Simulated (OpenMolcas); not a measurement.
# Multiconfigurational calculation on Hf

Input:

```
&GATEWAY
Coord
1

Hf 0.0 0.0 0.0
Basis=ANO-RCC-VDZP
Group=XYZ
NoMove
AngMom=0.0 0.0 0.0
AMFI
&SEWARD
&RASSCF
FileOrb=start.orb
Symmetry=1
Spin=5
nActEl=4 0 0
Inactive=15 19
Ras2=6 0
CIRoot=15 15 1
SDav=15
CIMx=300
Iter=120 100
PrWF=0.3
OrbListing=Nothing
MaxOrb=0
Atom
>>> COPY $Project.JobIph JOB001
&RASSCF
FileOrb=start.orb
Symmetry=1
Spin=3
nActEl=4 0 0
Inactive=15 19
Ras2=6 0
CIRoot=55 55 1
SDav=105
CIMx=300
Iter=120 100
PrWF=0.3
OrbListing=Nothing
MaxOrb=0
Atom
>>> COPY $Project.JobIph JOB002
&RASSCF
FileOrb=start.orb
Symmetry=1
Spin=1
nActEl=4 0 0
Inactive=15 19
Ras2=6 0
CIRoot=43 43 1
SDav=105
CIMx=300
Iter=120 100
PrWF=0.3
OrbListing=Nothing
MaxOrb=0
Atom
>>> COPY $Project.JobIph JOB003
&RASSI
NrOfJobIphs=3 10 55 43
1 2 3 4 5 6 7 8 9 10
1 2 3 4 5 6 7 8 9 10 11 12 13 14 15 16 17 18 19 20 21 22 23 24 25 26 27
28 29 30 31 32 33 34 35 36 37 38 39 40 41 42 43 44 45 46 47 48 49 50 51
52 53 54 55
1 2 3 4 5 6 7 8 9 10 11 12 13 14 15 16 17 18 19 20 21 22 23 24 25 26 27
28 29 30 31 32 33 34 35 36 37 38 39 40 41 42 43
IphNames
JOB001
JOB002
JOB003
EJob
SpinOrbit
DIPRint=1.0
SOCoupling=1000.0
Subsets=2
MEES
Property=10
'ANGMOM' 1 'ANGMOM' 2 'ANGMOM' 3 'MLTPL  1' 1 'MLTPL  1' 2 'MLTPL  1' 3
'AMFI' 1 'AMFI' 2 'AMFI' 3 'MLTPL  2' 6
SOProperty=3
'ANGMOM' 1 'ANGMOM' 2 'ANGMOM' 3
```

Launched by
```bash
OMP_NUM_THREADS=1 MOLCAS_MEM=1689 MOLCAS_PROJECT=a pymolcas a.inp > a.log  # once for each step of the input, in one work folder
```

A driver script runs the steps one by one and writes start.orb anew before each from the orbitals found so far.

Output, cut to the results:

```
--- SEWARD ---
Basis set label: HF.ANO-RCC...7S6P4D2F1G.

      Electronic valence basis set:
      ------------------
      Associated Effective Charge  72.000000 au
      Associated Actual Charge     72.000000 au
      Nuclear Model: Point charge

      Shell  nPrim  nBasis  Cartesian Spherical Contaminant
         s      24       7        X
         p      21       6        X
         d      15       4                 X
         f      11       2                 X
         g       4       1                 X
                  Relativistic Douglas-Kroll-Hess integrals:
                    - DKH order of Hamiltonian: 2
                    - DKH order of Properties : 0
                  Atomic mean-field integrals
--- RASSCF ---
Wave function specifications:
      -----------------------------

      Number of closed shell electrons          68
      Number of electrons in active shells       4
      Max number of holes in RAS1 space          0
      Max nr of electrons in RAS3 space          0
      Number of inactive orbitals               34
      Number of active orbitals                  6
      Number of secondary orbitals              28
      Spin quantum number                      2.0
      State symmetry                             1
Orbital specifications:
      -----------------------

      Symmetry species                           1   2
                                                ag  au
      Frozen orbitals                            0   0
      Inactive orbitals                         15  19
      Active orbitals                            6   0
      RAS1 orbitals                              0   0
      RAS2 orbitals                              6   0
      RAS3 orbitals                              0   0
      Secondary orbitals                        15  13
      Deleted orbitals                           0   0
      Number of basis functions                 36  32
      Number of CSFs                            15
      Number of root(s) required                15
      Iter CI   SX   CI       RASSCF       Energy    max ROT     max BLB   max BLB  Level Ln srch  Step   QN
          iter iter root      energy       change     param      element    value   shift minimum  type update
 Nr of preliminary CI iterations:   1
      Total energies have been shifted. Add               -15000.00 au
        1   1    3    0   -63.91372380    0.00E+00   9.30E-07   19  20 2 -2.55E-06   0.35   0.00    SX    NO
        2   1    3    0   -63.91372380   -3.46E-11   3.87E-07   19  20 2 -8.50E-07   0.35   0.00    SX    NO
        3   1    2    0   -63.91372380   -1.27E-11   1.12E-07   14  27 2 -4.99E-07   0.35   0.00    SX    NO
        4   1    2    0   -63.91372380    5.46E-12  -1.04E-07   14  27 2  5.09E-07   0.35   0.00    SX    NO
      Convergence after  4 iterations
        5   1    2    0   -63.91372380   -5.46E-12  -1.04E-07   14  27 2 -5.19E-07   0.35   0.00    SX    NO
      Natural orbitals and occupation numbers for root  1
      sym 1:   0.188684   0.811316   0.811316   1.000000   0.188684   1.000000
      Natural orbitals and occupation numbers for root  2
      sym 1:   0.651763   1.000000   0.348237   0.651763   0.348237   1.000000
      Natural orbitals and occupation numbers for root  3
      sym 1:   0.204659   0.795341   0.795341   0.204659   1.000000   1.000000
::    RASSCF root number  1 Total energy: -15063.96613181
::    RASSCF root number  2 Total energy: -15063.96613181
::    RASSCF root number  3 Total energy: -15063.96613181
::    RASSCF root number  4 Total energy: -15063.96613181
::    RASSCF root number  5 Total energy: -15063.96613181
::    RASSCF root number  6 Total energy: -15063.96613181
::    RASSCF root number  7 Total energy: -15063.96613181
::    RASSCF root number  8 Total energy: -15063.93119775
::    RASSCF root number  9 Total energy: -15063.93119775
::    RASSCF root number 10 Total energy: -15063.93119775
::    RASSCF root number 11 Total energy: -15063.82986823
::    RASSCF root number 12 Total energy: -15063.82986823
::    RASSCF root number 13 Total energy: -15063.82986823
::    RASSCF root number 14 Total energy: -15063.82986823
::    RASSCF root number 15 Total energy: -15063.82986823
--- RASSCF ---
Wave function specifications:
      -----------------------------

      Number of closed shell electrons          68
      Number of electrons in active shells       4
      Max number of holes in RAS1 space          0
...
--- RASSI ---
SPIN-FREE ENERGIES:
  (Shifted by EMIN (a.u.) =     -15064.0040327566)

 SF State       Relative EMIN(au)   Rel lowest level(eV)    D:o, cm**(-1)      L_eff

    11             0.0000000000        0.0000000000              0.0000         3.0
    12             0.0000000000        0.0000000000              0.0000         3.0
    13             0.0000000000        0.0000000000              0.0000         3.0
    14             0.0000000000        0.0000000000              0.0000         3.0
    15             0.0000000000        0.0000000000              0.0000         3.0
    16             0.0000000000        0.0000000000              0.0000         3.0
    17             0.0000000000        0.0000000000              0.0000         3.0
    18             0.0137128365        0.3731452909           3009.6197         1.0
    19             0.0137128365        0.3731452909           3009.6197         1.0
    20             0.0137128365        0.3731452909           3009.6197         1.0
    66             0.0201341163        0.5478772159           4418.9278         2.0
    67             0.0201341163        0.5478772159           4418.9278         2.0
    68             0.0201341163        0.5478772159           4418.9278         2.0
    69             0.0201341163        0.5478772159           4418.9278         2.0
    70             0.0201341163        0.5478772159           4418.9278         2.0
     6             0.0379009479        1.0313373315           8318.2966         3.0
     7             0.0379009479        1.0313373315           8318.2966         3.0
     1             0.0379009479        1.0313373315           8318.2966         3.0
     2             0.0379009479        1.0313373315           8318.2966         3.0
     3             0.0379009479        1.0313373315           8318.2966         3.0
     4             0.0379009479        1.0313373315           8318.2966         3.0
...
```

Levels above the lowest, from the spin-orbit matrix, grouped by J:

```
Configuration   Term  J  E (cm⁻¹)  Measured (cm⁻¹)      g  Term weight %
      5d² 6s²     ³F  2       0.0              0.0  0.690             93
      5d² 6s²     ³F  3      2161             2357  1.084            100
      5d² 6s²     ³F  4      4254             4568  1.245             98
      5d² 6s²     ³P  0      4257             5522                    99
      5d² 6s²     ³P  1      5085             6573  1.502             99
      5d² 6s²     ³P  2      5094                   1.330             68
       5d³ 6s     ⁵F  1      8500                   0.009             98
      5d² 6s²     ¹D  2      8626             5639  1.146             65
       5d³ 6s     ⁵F  2      9144                   1.004             98
       5d³ 6s     ⁵F  3     10056                   1.250             99
       5d³ 6s     ⁵F  4     11144                   1.288             82
      5d² 6s²     ¹G  4     11344            10533  1.065             81
       5d³ 6s     ⁵F  5     12404                   1.395             97
       5d³ 6s     ⁵P  1     17766                   2.485             98
       5d³ 6s     ⁵P  2     18206                   1.819             96
       5d³ 6s     ⁵P  3     19190                   1.664             99
       5d³ 6s     ³G  3     21319                   0.769             94
       5d³ 6s     ³G  4     21613                   1.022             82
       5d³ 6s     ³G  5     22496                   1.165             73
       5d³ 6s  ³F(1)  2     23214                   0.763             81
       5d³ 6s     ³D  1     24286                   0.611             84
       5d³ 6s     ³H  4     24816                   0.844             82
       5d³ 6s  ³F(1)  3     25000                   1.131             71
       5d³ 6s     ³D  2     25555                   1.113             75
```

Against the 6 measured excited levels shown (NIST Handbook of Basic Atomic Spectroscopic Data) the mean absolute deviation is 1200 cm-1; the largest miss in energy is 5d² 6s² ¹D₂ [65 %]: computed 8626, measured 5639 cm⁻¹ (+53.0 %).

Some high roots are left out of the spin-orbit mixing, which shifts the levels that they would mix with. Without dynamic correlation excited terms often stand tens of per cent too high (terms of higher spin than the ground term too low), and those without a measured partner can miss by more than the paired ones. A single d shell beside an s shell can misplace configurations of different d count against each other. Measured partners are found by configuration, term and J. A level has none where our copy of the source lacks it or the pairing is in doubt (some pairs that miss far off the trend of their configuration count as doubtful), and it then counts in no deviation. Levels of configurations outside the active space are missing. The first state left out of the spin-orbit step lies near 35000 cm-1 above the lowest spin-free state of the reference (among the parities and spins computed), and the list stops at four fifths of that energy or lower. The table shows the lowest 24 of 29 levels.

The term weight is that of the spin-free term in the level, not the purity of its configuration. A share in square brackets marks a mixed level and gives the weight of the term that names it. A number in round brackets counts repeated terms of one configuration in the order of the reference energies.
